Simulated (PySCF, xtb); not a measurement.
Al(F)(Me)(NH2) (CH₅AlFN), SMILES [Al]([NH2])([CH3])[F]. One conformer was computed; it need not be the lowest.

Harmonic wavenumbers (cm⁻¹) from GFN2-xTB (xtb) at its own minimum, in rising order: 54, 130, 163, 224, 255, 385, 481, 557, 612, 622, 774, 844, 1284, 1441, 1454, 1474, 2958, 2967, 2978, 3417, 3459.

Task: What does B3LYP-D3(BJ)/def2-SVP run with PySCF 2.14.0 give at its own minimum? (Estimate from the structure and the level; the computed values follow.)

Result: 69, 174, 223, 228, 374, 429, 584, 623, 663, 701, 828, 910, 1223, 1430, 1431, 1525, 3022, 3106, 3118, 3574, 3659. Paired by order, the mean absolute difference is 74 cm⁻¹ and the zero-point energies are 37.9 and 39.9 kcal/mol.
